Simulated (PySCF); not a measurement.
Excitations are Tamm–Dancoff values on a coarser integration grid. The basis has no diffuse functions, so Rydberg states are missing or too high.

Species: C$_{2}$S$_{3}$, SMILES `S1c2ssc21` (charge 0, multiplicity 1).

### Question
What is the computed HOMO, T1 excitation (TDA), S1 excitation (TDA), dipole moment and S1 oscillator strength (PySCF with ωB97X-D3(BJ)/def2-TZVP // B3LYP-D3(BJ)/def2-TZVP)?

### Answer

```json
{
  "HOMO": "-8.97 eV",
  "T1 excitation (TDA)": "1.06 eV",
  "S1 excitation (TDA)": "2.30 eV",
  "dipole_moment": "0.93 D",
  "S1 oscillator strength": "0.004"
}
```
